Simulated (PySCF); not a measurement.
MeHSi(SBu)2, C₉H₂₂S₂Si.
Bonds: C1–C2, C2–C3, C3–C4, C4–S5, S5–Si6, Si6–C7, Si6–S8, S8–C9, C9–C10, C10–C11, C11–C12. Hydrogens: H13, H14, H15 on C1; H16, H17 on C2; H18, H19 on C3; H20, H21 on C4; H22 on Si6; H23, H24, H25 on C7; H26, H27 on C9; H28, H29 on C10; H30, H31 on C11; H32, H33, H34 on C12.

The closed-shell ground state was solved at several levels (PySCF, density fitting, gas phase, non-relativistic). Isolated species at its PBE0-D3(BJ)/def2-SVP geometry (one conformer only).

```tsv
level	basis functions	HOMO (eV)	LUMO (eV)	gap (eV)	dipole (D)
B97-2/pcSseg-1	335	-6.50	0.39	6.89	2.99
PBE0/pcSseg-1	335	-6.74	0.37	7.11	3.01
```

Task: Estimate the row for wB97X-D/def2-SVPD, a basis of 434 functions; the other rows only guide the guess.

Result: HOMO -8.53 eV, LUMO 1.92 eV, gap 10.45 eV, dipole 2.88 D.

Task: Over all these levels, which gives the widest orbital gap and which the narrowest?

Result: wB97X-D/def2-SVPD (range-separated hybrid) has the widest, 10.45 eV, and B97-2/pcSseg-1 (global hybrid, 21 % exact exchange) the narrowest, 6.89 eV. Functional and basis both differ between the two, so the spread mixes both effects.

Task: How far do the dipole and the HOMO energy spread over the levels?

Result: The dipole runs from 2.88 to 3.01 D (mean 2.96 D) and the HOMO from -8.53 to -6.50 eV.
